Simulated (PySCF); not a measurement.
Dipole response of Rh⁺ (rhodium, charge +1)

[Kr] 4d8, high-spin 3F determinant. All numbers are calculated (PySCF 2.14, scalar relativity by spin-free X2C-1e, in ANO-RCC-VTZP (7s6p4d2f1g, 68 functions)). Coupled (time-dependent) response in atomic units; α is the mean over directions. The basis has no added diffuse functions, which lowers α and C₆.

| method | mean α (bohr³) | C₆ (like pair) | S(−4) |
| --- | --- | --- | --- |
| UHF | 10.46 | 61.87 | 47.54 |
| PBE | 12.65 | 74.54 | 87.21 |
| PBE0 | 11.87 | 70.15 | 70.75 |

S(−4) is the Cauchy moment in α(ω) = α(0) + S(−4) ω² + …

Spin-orbit coupling is absent.

α(iu) at UHF:

```csv
u (hartree),α(iu) (bohr³)
0,10.46
0.0500,10.35
0.100,10.02
0.200,9.027
0.300,7.970
0.500,6.355
0.750,5.083
1.00,4.200
1.50,2.964
2.00,2.150
3.00,1.232
5.00,0.5369
```

A single London oscillator, α(iu) = α/(1 + u²/ω²), gives C₆ = (3/4) ω α². Matching the computed C₆ needs ω = 4 × 61.87 / (3 × 10.46²) = 0.754 hartree.

For an ion, C₆ is the dispersion term alone; charge-induced terms of lower order in 1/R come first.
